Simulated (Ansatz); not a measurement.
Compare A (`[CH3][Sn]([CH3])([F])[F]`) with its isomer B (`C[CH](F)[SnH2][F]`).

Computed with Ansatz on PBE0-D4/def2-TZVP structures; ΔE is electronic, products minus reactants. CBS: MP2 limit from def2 TZ/QZ plus the TZ coupled-cluster correction, frozen cores. Functionals use def2-TZVPP. B3LYP here is the variant with VWN-RPA as its local correlation; programs differ in this. def2 core potentials past Kr. For Sn outer-core shells are correlated without core-valence functions, which leaves a few kJ/mol of doubt a bond. One conformer a species, not always the lowest.

Problem. Which is lower in electronic energy at CCSD(T)/CBS, and by how much? (Best estimate.)

Solution. Ansatz gave: A, by 54.3 kcal/mol.

Problem. Give E(B) − E(A) in kcal/mol with HF/def2-TZVPP, r2SCAN-D4, ωB97M-V, B2PLYP, B3LYP-D4, B3LYP, PBE0-D4. (Estimate.)

Solution. The calculation gave: HF/def2-TZVPP 50.2, r2SCAN-D4 51.2, ωB97M-V 50.3, B2PLYP 52.4, B3LYP-D4 50.1, B3LYP 50.4, PBE0-D4 49.4. None reverses the order clearly.

Largest T1 diagnostic: 0.013.

In def2-TZVPP, CCSD(T) changes the Hartree–Fock value by +1.4 kcal/mol (the triples alone add +0.3 kcal/mol) and MP2 by +5.1 kcal/mol.
